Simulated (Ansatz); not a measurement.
CsF, triplet, at the geometry of the source list (a higher spin typed on purpose: for a closed-shell molecule this is an excited state) (core potentials on Cs); Ansatz (an electronic-structure program) with HF/def2-SV(P).

Ansatz was given this input:
Ansatz 0.2 input:
```yaml
crystal:
  periodic: [false, false, false]
  atoms:
    - {symbol: Cs, position_ang: [-0.62190000, -0.51290000, -0.84010000]}
    - {symbol: F, position_ang: [0.62190000, 0.51290000, 0.84010000]}
basis:
  gaussian:
    orbitals: def2-SV_P_.json
hamiltonian:
  xc: hf
magnetization: {spin_polarized: true, initial_magnetization: 2}
```
The basis file holds def2-SV(P) in the JSON format of the Basis Set Exchange.

The log (banner, timings and long lists left out):

```
Functional definition: HF
355 factors; integrals over basis functions are off by at most 5.4e-4 eV
mean field evaluation 1: about -3240.2589 eV, gradient 8.2e0 eV
mean field evaluation 2: about -3240.2645 eV, gradient 8.2e0 eV
mean field evaluation 4: about -3240.9430 eV, gradient 1.0e0 eV
mean field evaluation 8: about -3240.9540 eV, gradient 2.7e-4 eV
mean field evaluation 16: about -3240.6895 eV, gradient 6.2e0 eV
mean field evaluation 32: about -3240.3876 eV, gradient 2.6e0 eV
mean field evaluation 64: about -3240.5964 eV, gradient 1.3e0 eV
mean field evaluation 96: about -3238.9641 eV, gradient 9.4e0 eV
mean field evaluation 128: about -3240.9540 eV, gradient 8.0e-6 eV
mean field -3240.95398174 eV, -119.1028620314 hartree, gradient 8.0e-6 eV, S^2 2.004377; 2 other end points of the search recorded, 0 dependent functions left out
reference -3240.95398174 eV, -119.1028620314 hartree; 10, 8 occupied and 28, 30 virtual orbitals, 355 factors
Total energy: -3240.95398174 eV, -119.1028620314 hartree
```
